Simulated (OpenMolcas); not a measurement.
## Xe²⁺: terms and fine structure

```yaml
Program: OpenMolcas 26.06
Method: RASSCF
Basis: ANO-RCC-VQZP [8s7p5d3f2g]
Scalar_Hamiltonian: DKH2, point nucleus
Active_space: 6 electrons in 9 orbitals (RAS2 5s 5p; RAS3 5d, at most 2 electrons)
State_averaging: 2S+1 = 3 even, 3 roots; 2S+1 = 1 even, 7 roots; 2S+1 = 3 odd, 3 roots; 2S+1 = 1 odd, 3 roots
Spin-orbit_coupling: state interaction with AMFI integrals over the reference wave functions, term energies averaged over their components
```

With spin-orbit coupling, above the lowest level:

| Configuration | Term | J | E (cm⁻¹) | Measured (cm⁻¹) | g | Term weight % | Second |
| --- | --- | --- | --- | --- | --- | --- | --- |
| 5s² 5p⁴ | ³P | 2 | 0.0 | 0.0 | 1.461 | 92 | 8 ¹D |
| 5s² 5p⁴ | ³P | 0 | 7897 | 8130 |  | 85 | 15 ¹S |
| 5s² 5p⁴ | ³P | 1 | 8493 | 9794 | 1.501 | 100 |  |
| 5s² 5p⁴ | ¹D | 2 | 18358 | 17099 | 1.040 | 92 | 8 ³P |
| 5s² 5p⁴ | ¹S | 0 | 35617 | 36103 |  | 85 | 15 ³P |
| 5s 5p⁵ | ³P° | 2 | 96239 | 98262 | 1.501 | 100 |  |
| 5s 5p⁵ | ³P° | 1 | 101928 | 103568 | 1.483 | 96 | 4 5s² 5p³ 5d ¹P° |

Against the 6 measured excited levels shown (Saloman, J. Phys. Chem. Ref. Data 33, 765 (2004)) the mean absolute deviation is 1200 cm-1; the largest miss in energy is 5s 5p⁵ ³P°₂: computed 96239, measured 98262 cm⁻¹ (-2.1 %), and the largest in proportion 5s² 5p⁴ ³P₁ (-13.3 %).

Spin-orbit coupling puts the lowest level 4979 cm⁻¹ below the lowest spin-free term.

The run also gave levels led by 5s 5p⁴ 5d, 5s² 5p³ 5d, which use shells meant for correlation; these and all levels above them are left out. Some terms mix strongly with configurations of 5d, whose occupation reaches 0.28 (5s 5p⁵ ³P°). Computed and measured levels are paired by configuration, term and J; levels that our copy of the source lacks, or whose pairing is in doubt (as where it misses far off the trend of its configuration), stay unpaired and out of the deviations. Levels of configurations outside the active space are missing. The first state left out of the spin-orbit step lies near 130000 cm-1 above the lowest spin-free state of the reference (among the parities and spins computed), and the list stops at four fifths of that energy or lower.

The term weight is that of the spin-free term in the level, not the purity of its configuration. ° marks odd parity.
